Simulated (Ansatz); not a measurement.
`[Cl][Ti]([Cl])([Cl])[SeH]` and `C[Se][Ti]([Cl])([Cl])[Cl]` differ in one atom or group.

Ansatz, PBE0-D4/def2-TZVP geometries, multiplicity 1. Each molecule was computed in one conformer, which needn't be the lowest.

Scalar relativity is left out up to krypton. Spin–orbit coupling is left out; it splits and shifts lone-pair levels of the heavy atoms by tenths of an eV.

| property | `[Cl][Ti]([Cl])([Cl])[SeH]` |
| --- | --- |
| LUMO energy (PBE/def2-TZVPP) / eV | -4.48 |
| HOMO–LUMO gap (ωB97M-V/def2-TZVPP) / eV | 8.43 |
| HOMO energy (PBE0/def2-TZVPP) / eV | -7.85 |
| zero-point energy (PBE0-D4/def2-TZVP) / kJ/mol | 31.8 |
| ideal-gas entropy at 298 K and 1 bar (rigid rotor, harmonic PBE0-D4/def2-TZVP) / J/(mol·K) | 404 |
| HOMO energy (ωB97M-V/def2-TZVPP) / eV | -9.91 |

**Question.** Give the same properties after the change, and the shifts. (Best estimate.)

**Answer.** Ansatz gave: 
```csv
property,`C[Se][Ti]([Cl])([Cl])[Cl]`,shift
LUMO energy (PBE/def2-TZVPP) / eV,-4.29,0.19
HOMO–LUMO gap (ωB97M-V/def2-TZVPP) / eV,8.18,-0.25
HOMO energy (PBE0/def2-TZVPP) / eV,-7.44,0.41
zero-point energy (PBE0-D4/def2-TZVP) / kJ/mol,111.4,79.6
"ideal-gas entropy at 298 K and 1 bar (rigid rotor, harmonic PBE0-D4/def2-TZVP) / J/(mol·K)",445,41
HOMO energy (ωB97M-V/def2-TZVPP) / eV,-9.49,0.42
```

With PBE0 the HOMO rises by 0.41 eV and the LUMO rises by 0.19 eV, so the gap narrows by about 0.22 eV. PBE moves the HOMO by 0.38 eV and ωB97M-V by 0.42 eV. The zero-point energy changes by 79.6 kJ/mol with +9 modes. Modes under 60 cm⁻¹, often nearly free rotors, make the harmonic entropy too high.
